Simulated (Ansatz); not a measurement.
`C[S][ZnH]`, relaxed with RKS PBE0-D4/def2-TZVP in Ansatz 0.2.0 from a GFN2-xTB geometry. The force threshold is 0.005 eV/Å; the program also tests the step.

Charge 0, multiplicity 1.

Start:

```xyz
7

C    -0.099   -0.990   -0.786
S     0.543    0.709   -0.561
Zn    0.051    1.545    1.448
H    -1.183   -0.988   -0.751
H     0.312   -1.650   -0.030
H     0.238   -1.301   -1.769
H     0.139    2.675    2.449
```

How much energy does the relaxation release, and in how many steps? (An estimate is asked.)

The calculation gave: 5.09 kcal/mol, in 6 steps.

Which bonds change most? (An estimate is asked.)

Ansatz gave: S2–Zn3 from 2.230 to 2.170 Å; Zn3–H7 from 1.512 to 1.534 Å; C1–S2 from 1.831 to 1.825 Å; C1–H5 from 1.084 to 1.089 Å.

Give the relaxed structure. (Estimate.)

The calculation gave: 
```xyz
7

C    -0.089   -0.891   -0.705
S     0.685    0.759   -0.801
Zn    0.216    1.607    1.140
H    -1.170   -0.824   -0.591
H     0.332   -1.490    0.102
H     0.127   -1.390   -1.650
H    -0.101    2.230    2.505
```
